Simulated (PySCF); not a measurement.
ClHSi, SMILES [SiH]Cl (connectivity only; charge and spin as stated), charge +1, multiplicity 2. Atoms are numbered in the order given.

```xyz
3

Si    -0.1174     1.0176     0.0000
H      1.1883     1.7691     0.0000
Cl     0.0268    -0.9421     0.0000
```
Charge +1, spin multiplicity 2.

Geometry optimised at B3LYP-D3(BJ)/def2-TZVP. The spin state was assumed, not searched. The isomer is the one that the SMILES or the coordinates give; other isomers of the formula were not compared.

Calculation: B3LYP/pcH-1 (PySCF).

Unrestricted Kohn–Sham, ⟨S²⟩ = 0.754. Hyperfine tensors hold the contact and dipolar terms, without spin-orbit corrections.

Computed hyperfine couplings:
```csv
nucleus,A(iso) (MHz),A(iso) (G),dipolar principal values (MHz)
29Si no. 1,-940.4,-335.6,"-141.2, 64.1, 77.1"
1H no. 2,440.6,157.2,"-5.7, -3.0, 8.7"
35Cl no. 3,11.9,4.3,"-35.5, -34.0, 69.5"
```

**Question.** And the g tensor (effective nuclear charges for spin-orbit coupling, GIAO)? (Estimate from the structure and the level; the computed values follow.)

**Answer.** principal values 1.9808, 2.0016, 2.0132; isotropic 1.9985.
